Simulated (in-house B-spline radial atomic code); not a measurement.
Ca⁸⁺. Computed with a B-spline radial atomic code. Model: all-electron spherical atom, spin shells full or empty, radial basis limit, no spin-orbit coupling, Breit or QED, empty-state partial waves extrapolated as (l+1/2)^-4, RPA, G0W0 and static COHSEX of the highest shell as one setting changes (uncorrelated shells keep exact exchange).

Given: element Ca; charge 8; filled core Ne; hamiltonian one-electron scalar X2C; mean-field start PBE0; highest l of empty states 9; nuclear rms radius 3.4776 fm; highest mean-field shell 3s.

Shell: 3s 1 1 (electrons up and down).

```json
{"lowest nl shells left uncorrelated": "0", "RPA correlation energy (hartree)": "-0.77809", "G0W0 level (eV)": "-189.19", "G0W0 minus most complete (meV)": "0", "COHSEX level (eV)": "-192.32", "removal by RPA minus most complete (meV)": "0"}
{"lowest nl shells left uncorrelated": "1", "RPA correlation energy (hartree)": "?", "G0W0 level (eV)": "?", "G0W0 minus most complete (meV)": "?", "COHSEX level (eV)": "?", "removal by RPA minus most complete (meV)": "?"}
{"lowest nl shells left uncorrelated": "2", "RPA correlation energy (hartree)": "?", "G0W0 level (eV)": "?", "G0W0 minus most complete (meV)": "?", "COHSEX level (eV)": "?", "removal by RPA minus most complete (meV)": "?"}
{"lowest nl shells left uncorrelated": "3", "RPA correlation energy (hartree)": "-0.12017", "G0W0 level (eV)": "-188.8", "G0W0 minus most complete (meV)": "390.5", "COHSEX level (eV)": "-191.75", "removal by RPA minus most complete (meV)": "-441.9"}
```

Problem. What follows for lowest nl shells left uncorrelated = 1?

Solution. RPA correlation energy -0.64275 hartree; G0W0 level -189.19 eV; G0W0 minus most complete 5.5 meV; COHSEX level -192.3 eV; removal by RPA minus most complete -2.2 meV.

Problem. What follows for lowest nl shells left uncorrelated = 2?

Solution. RPA correlation energy -0.49714 hartree; G0W0 level -189.23 eV; G0W0 minus most complete -39.5 meV; COHSEX level -192.38 eV; removal by RPA minus most complete 29.2 meV.
